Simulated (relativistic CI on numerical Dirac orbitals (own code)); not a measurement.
# Level scheme of Re LX

Method of calculation: Dirac-Coulomb-Breit CI, KLI orbitals optimised for each configuration, model QED (radiative potential, 1s self-energy scaled to tabulated hydrogen-like ionisation energies), unscaled Slater integrals (own radial code, finite nucleus).

Configuration list (outside the closed core [Ne]): 3s²3p⁴, 3s²3p³3d, 3s3p⁵, 3p⁶, 3s3p⁴3d, 3s3p³3d², 3p⁵3d, 3s²3p²3d4p, 3s3p³3d4s, 3p⁵4s, 3s²3p³4s, 3p⁵4p, 3s²3p²3d², 3s²3p3d³, 3s3p²3d³, 3s²3p3d²4s, 3p⁴3d², 3p³3d³, 3p³3d²4s, 3s²3p²3d4s, 3s3p²3d²4s, 3s²3p3d4s². Double excitations out of closed p, d and f shells are left out; levels of such configurations are missing from the list, as are those of other unlisted configurations, and high levels can miss mixing partners.

The lowest level is 3s²3p⁴ ³P2, with 68 % of that term; Hund's rules for 3s²3p⁴ give ³P with J = 2, in agreement.

| No. | Configuration | Term | J | E (eV) | % | Landé g | jj configuration (%) |
| --- | --- | --- | --- | --- | --- | --- | --- |
| 1 | 3s²3p⁴ | ³P | 2 | 0.000 | 68 | 1.329 | 3p3/2^2 (99) |
| 2 | 3s²3p⁴ | ¹S | 0 | 20.322 | 64 |  | 3p3/2^2 (99) |
| 3 | 3s²3p³3d | ³D° | 2 | 238.819 | 32 | 1.042 | 3p3/2 3d3/2 (99) |
| 4 | 3s²3p³3d | ³D° | 1 | 247.575 | 33 | 1.102 | 3p3/2 3d3/2 (99) |
| 5 | 3s²3p³3d | ³P° | 0 | 247.845 | 62 |  | 3p3/2 3d3/2 (99) |
| 6 | 3s²3p³3d | ³F° | 3 | 248.184 | 28 | 1.085 | 3p3/2 3d3/2 (98) |
| 7 | 3s²3p³3d | ³F° | 4 | 328.443 | 50 | 1.249 | 3p3/2 3d5/2 (99) |
| 8 | 3s²3p³3d | ³D° | 2 | 335.327 | 34 | 1.233 | 3p3/2 3d5/2 (98) |
| 9 | 3s²3p³3d | ³D° | 3 | 355.039 | 43 | 1.200 | 3p3/2 3d5/2 (96) |
| 10 | 3s²3p³3d | ³D° | 1 | 366.688 | 35 | 1.051 | 3p3/2 3d5/2 (98) |
| 11 | 3s²3p⁴ | ³P | 1 | 370.512 | 99 | 1.488 | 3p1/2 3p3/2^3 (99) |
| 12 | 3s²3p⁴ | ¹D | 2 | 380.393 | 68 | 1.143 | 3p1/2 3p3/2^3 (99) |
| 13 | 3s²3p²3d² | ³F | 2 | 488.380 | 40 | 0.752 | 3p1/2^2 3d3/2^2 (99) |
| 14 | 3s²3p²3d² | ³P | 0 | 514.082 | 58 |  | 3p1/2^2 3d3/2^2 (98) |
| 15 | 3s3p⁵ | ³P° | 2 | 558.451 | 85 | 1.467 | 3s 3p3/2^3 (85) |
| 16 | 3s3p⁵ | ¹P° | 1 | 579.579 | 36 | 1.186 | 3s 3p3/2^3 (59) |
| 17 | 3s²3p²3d² | ³F | 3 | 582.750 | 32 | 1.073 | 3p1/2^2 3d3/2 3d5/2 (98) |
| 18 | 3s²3p²3d² | ³P | 2 | 594.211 | 23 | 1.172 | 3p1/2^2 3d3/2 3d5/2 (98) |
| 19 | 3s²3p²3d² | ³P | 1 | 599.172 | 37 | 1.509 | 3p1/2^2 3d3/2 3d5/2 (98) |
| 20 | 3s²3p³3d | ³F° | 2 | 599.433 | 44 | 1.025 | 3p1/2 3p3/2^2 3d3/2 (98) |
| 21 | 3s²3p²3d² | ³F | 4 | 599.740 | 24 | 1.062 | 3p1/2^2 3d3/2 3d5/2 (98) |
| 22 | 3s²3p³3d | ⁵D° | 0 | 600.865 | 53 |  | 3p1/2 3p3/2^2 3d3/2 (98) |
| 23 | 3s²3p³3d | ³D° | 1 | 602.357 | 45 | 0.987 | 3p1/2 3p3/2^2 3d3/2 (86) |
| 24 | 3s²3p³3d | ³G° | 3 | 607.782 | 34 | 1.069 | 3p1/2 3p3/2^2 3d3/2 (97) |
| 25 | 3s²3p³3d | ³G° | 4 | 616.251 | 50 | 1.042 | 3p1/2 3p3/2^2 3d3/2 (99) |
| 26 | 3s²3p³3d | ³F° | 2 | 629.863 | 65 | 0.811 | 3p1/2 3p3/2^2 3d3/2 (97) |
| 27 | 3s²3p³3d | ³D° | 3 | 644.487 | 40 | 1.172 | 3p1/2 3p3/2^2 3d3/2 (97) |
| 28 | 3s²3p³3d | ³D° | 2 | 652.010 | 30 | 1.246 | 3p1/2 3p3/2^2 3d3/2 (89) |
| 29 | 3s²3p³3d | ³S° | 1 | 657.955 | 37 | 1.479 | 3p1/2 3p3/2^2 3d3/2 (85) |
| 30 | 3s²3p³3d | ³D° | 1 | 671.060 | 38 | 0.906 | 3p1/2 3p3/2^2 3d3/2 (84) |
| 31 | 3s²3p³3d | ³D° | 3 | 684.718 | 53 | 1.304 | 3p1/2 3p3/2^2 3d5/2 (99) |
| 32 | 3s²3p³3d | ⁵D° | 4 | 685.046 | 53 | 1.293 | 3p1/2 3p3/2^2 3d5/2 (99) |
| 33 | 3s²3p²3d² | ³F | 4 | 686.621 | 28 | 1.172 | 3p1/2^2 3d5/2^2 (96) |
| 34 | 3s²3p²3d² | ³P | 2 | 696.126 | 20 | 1.205 | 3p1/2^2 3d5/2^2 (97) |
| 35 | 3s²3p³3d | ³F° | 4 | 698.031 | 71 | 1.174 | 3p1/2 3p3/2^2 3d5/2 (99) |
| 36 | 3s²3p³3d | ³D° | 1 | 701.243 | 45 | 0.903 | 3p1/2 3p3/2^2 3d5/2 (96) |
| 37 | 3s²3p³3d | ³G° | 5 | 701.333 | 99 | 1.186 | 3p1/2 3p3/2^2 3d5/2 (99) |
| 38 | 3s²3p³3d | ¹S° | 0 | 703.569 | 53 |  | 3p1/2 3p3/2^2 3d5/2 (97) |
| 39 | 3s²3p³3d | ³D° | 2 | 720.160 | 46 | 1.272 | 3p1/2 3p3/2^2 3d5/2 (99) |
| 40 | 3s²3p²3d² | ³P | 0 | 723.399 | 61 |  | 3p1/2^2 3d5/2^2 (95) |
| 41 | 3s²3p³3d | ¹F° | 3 | 727.378 | 35 | 1.112 | 3p1/2 3p3/2^2 3d5/2 (99) |
| 42 | 3s²3p³3d | ³D° | 2 | 730.905 | 46 | 1.108 | 3p1/2 3p3/2^2 3d5/2 (96) |
| 43 | 3s²3p³3d | ³S° | 1 | 734.643 | 36 | 1.310 | 3p1/2 3p3/2^2 3d5/2 (95) |
| 44 | 3s²3p³3d | ¹F° | 3 | 739.573 | 46 | 1.088 | 3p1/2 3p3/2^2 3d5/2 (95) |
| 45 | 3s²3p³3d | ³P° | 2 | 743.633 | 43 | 1.231 | 3p1/2 3p3/2^2 3d5/2 (94) |
| 46 | 3s²3p⁴ | ³P | 0 | 758.367 | 63 |  | 3p3/2^4 (98) |
| 47 | 3s3p⁴3d | ⁵D | 2 | 780.226 | 35 | 1.402 | 3s 3p3/2^2 3d3/2 (91) |
| 48 | 3s3p⁴3d | ⁵P | 1 | 784.824 | 35 | 1.690 | 3s 3p3/2^2 3d3/2 (92) |
| 49 | 3s3p⁴3d | ⁵D | 3 | 788.479 | 35 | 1.318 | 3s 3p3/2^2 3d3/2 (90) |
| 50 | 3s3p⁴3d | ³F | 4 | 796.711 | 36 | 1.218 | 3s 3p3/2^2 3d3/2 (93) |
| 51 | 3s3p⁴3d | ³D | 1 | 812.336 | 47 | 1.033 | 3s 3p3/2^2 3d3/2 (80) |
| 52 | 3s3p⁴3d | ³P | 0 | 821.947 | 59 |  | 3s 3p3/2^2 3d3/2 (74) |
| 53 | 3s3p⁴3d | ³D | 2 | 824.520 | 24 | 0.933 | 3s 3p3/2^2 3d3/2 (63) |
| 54 | 3s3p⁴3d | ³G | 3 | 828.368 | 27 | 0.969 | 3s 3p3/2^2 3d3/2 (78) |
| 55 | 3s3p⁴3d | ³D | 1 | 828.393 | 34 | 0.529 | 3s 3p3/2^2 3d3/2 (66) |
| 56 | 3s3p⁴3d | ³D | 2 | 830.248 | 33 | 1.148 | 3s 3p3/2^2 3d3/2 (80) |
| 57 | 3s²3p²3d² | ⁵G | 3 | 857.965 | 29 | 0.939 | 3p1/2 3p3/2 3d3/2^2 (89) |
| 58 | 3s²3p²3d² | ⁵F | 1 | 859.206 | 38 | 0.433 | 3p1/2 3p3/2 3d3/2^2 (71) |
| 59 | 3s²3p²3d² | ⁵G | 2 | 861.257 | 17 | 0.863 | 3p1/2 3p3/2 3d3/2^2 (62) |
| 60 | 3s²3p²3d² | ³H | 4 | 862.925 | 35 | 0.994 | 3p1/2 3p3/2 3d3/2^2 (95) |
| 61 | 3s3p⁴3d | ⁵F | 5 | 868.056 | 67 | 1.326 | 3s 3p3/2^2 3d5/2 (95) |
| 62 | 3s3p⁴3d | ³F | 4 | 870.968 | 43 | 1.325 | 3s 3p3/2^2 3d5/2 (92) |
| 63 | 3s3p⁴3d | ³P | 0 | 889.986 | 59 |  | 3s 3p3/2^2 3d5/2 (84) |
| 64 | 3s3p⁴3d | ³P | 1 | 894.938 | 41 | 1.557 | 3s 3p3/2^2 3d5/2 (89) |
| 65 | 3s3p⁴3d | ³D | 3 | 896.277 | 27 | 1.190 | 3s 3p3/2^2 3d5/2 (84) |
| 66 | 3s²3p²3d² | ³P | 1 | 897.331 | 32 | 1.552 | 3p1/2 3p3/2 3d3/2^2 (87) |
| 67 | 3s²3p²3d² | ³F | 2 | 899.967 | 26 | 1.113 | 3p1/2 3p3/2 3d3/2^2 (90) |
| 68 | 3s²3p²3d² | ³F | 3 | 909.345 | 23 | 1.109 | 3p1/2 3p3/2 3d3/2^2 (71) |
| 69 | 3s3p⁴3d | ³F | 4 | 909.635 | 37 | 1.169 | 3s 3p3/2^2 3d5/2 (70) |
| 70 | 3s²3p²3d² | ³P | 1 | 910.295 | 24 | 1.092 | 3p1/2 3p3/2 3d3/2^2 (82) |

Energies count from the lowest computed level; ° marks odd parity. Filled j subshells are mostly left out of the jj labels.

The mean weight of the leading LS term, summed over parents, in these 70 levels is 44 %, and that of the leading jj configuration (from the same eigenvectors) 91 %, so jj coupling describes them better and the LS labels are nominal.

At this charge energies of transitions that change n are usually good to better than 1 %, and those within a shell (Δn = 0) to a few per cent.

LS names give the leading component of a level, which can be under half, so a name can repeat, a term be missing and a line seem to break the LS rules.
